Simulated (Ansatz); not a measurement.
# Four-centre ligand exchange

Start structure (BSiH7O2, singlet), relaxed at PBE0-D4/def2-TZVP:

```
11
angstrom
B -0.3198 1.7327 0.2025
H 0.8608 1.8365 0.3727
O -0.7883 0.6018 -0.3789
O -1.2008 2.7042 0.5703
H 1.0992 -1.3997 0.9703
Si 0.7891 -2.1755 -0.2555
H -1.7465 0.6028 -0.4714
H -0.7798 3.4654 0.9727
H 1.2495 -1.4451 -1.4607
H -0.6680 -2.4443 -0.3380
H 1.5046 -3.4788 -0.1841
```

The step: BH₃O₂ ([OH][BH][OH]) + SiH₄ → BSiH₅O₂ ([OH][B]([OH])[SiH3]) + H₂; bonds formed: B1–Si6, H2–H5; bonds broken: B1–H2, H5–Si6. Computed with Ansatz 0.2.0 (basis: def2-TZVPP and def2-QZVPP); correlated methods freeze the cores. Extrapolation: Hartree–Fock as exp(−7.88 √X), correlation as X^−2.97. Energies below are by CCSD(T) at an estimated basis limit (MP2 extrapolated from triple and quadruple zeta, plus CCSD(T) − MP2 in triple zeta).

Q: What are the electronic barrier and the energy of the step, from the start structure to the end structure? (To be estimated.)

A: By the calculation: Barrier 61.57 kcal/mol; step energy 11.19 kcal/mol (uphill); reverse barrier, their difference, 50.38 kcal/mol. Barrier and step energy count from the start structure, the reverse barrier from the end structure.

The saddle point: One imaginary mode of 1171i cm⁻¹.
| pair | start (Å) | saddle (Å) | end (Å) |
| --- | --- | --- | --- |
| B1–Si6 | 4.09 | 2.21 | 2.04 |
| H2–H5 | 3.30 | 1.03 | 0.75 |
| B1–H2 | 1.20 | 1.39 | 4.05 |
| H5–Si6 | 1.48 | 1.96 | 3.81 |

Zero-point energy (harmonic, PBE0-D4): ZPE is 46.98 kcal/mol at the start and 45.62 kcal/mol at the saddle, so the barrier goes from 61.57 to 60.21 kcal/mol.

T1 diagnostic: at most 0.014.

Labels in which every atom is bracketed show which atoms are joined, not bond orders.

For scale, one of the runs: CCSD(T)/def2-TZVPP, 233 basis functions, launched by `ansatz run in.yaml --threads 4 --pin off --events-out ev --progress --plain --max-ram 9574MiB`. The run took 94 s on 4 CPU threads of an Arm Neoverse V1 (shared host), with 4.2 GiB of host memory at its peak.
